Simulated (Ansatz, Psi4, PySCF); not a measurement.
CHO$_{2}$, doublet, at a GFN2-xTB geometry. Base run: B3LYP/cc-pVDZ (PySCF).

PySCF was given this input:
```python
from pyscf import gto, scf, dft

mol = gto.Mole()
mol.atom = '''
    O    -1.03300099   -0.39412693   -0.00168439
    C    -0.02709385    0.41048045   -0.01284311
    O     1.15649400    0.25596664    0.00752085
    H    -0.82538098   -1.35760035    0.03036691
'''
mol.basis = 'cc-pvdz'
mol.spin = 1
mol.verbose = 4
mol.build()

mf = dft.UKS(mol)
mf.xc = 'b3lyp'
mf.kernel()
```

The same geometry, method and basis name were run in Ansatz (a first-principles code) and Psi4 and PySCF, at each program's defaults and at the settings that a row names. The base is PySCF at its defaults. Differences at the defaults can come from grids, fitting, cores and function types together.

| code and settings | ΔE vs base (mEh) | basis functions | E (Eh) | SCF cycles | dipole (D) |
|---|---|---|---|---|---|
| PySCF, defaults (exact integrals, its default grid, spherical functions) | 0.000 | 47 | -189.10587 | 11 | 2.35 |
| Psi4, defaults (density fitting with its default set, its default grid, spherical functions) | 0.010 | 47 | -189.10586 | 9 | 2.35 |
| Ansatz, defaults (factorised integrals, its default grid, spherical functions) | -0.001 | 47 | -189.10587 | - | - |
| PySCF, density fitting with def2-universal-jkfit | -0.010 | 47 | -189.10588 | 11 | 2.35 |
| PySCF, fine grid | -0.001 | 47 | -189.10587 | 11 | 2.35 |
| Psi4, exact integrals, spherical functions, fine grid | -0.001 | 47 | -189.10587 | 13 | 2.35 |
| Ansatz, high accuracy | -0.001 | 47 | -189.10587 | - | - |

Open shells are given as the SCF converged; they aren't shown to be the lowest states, and a large step between rows can be another state.
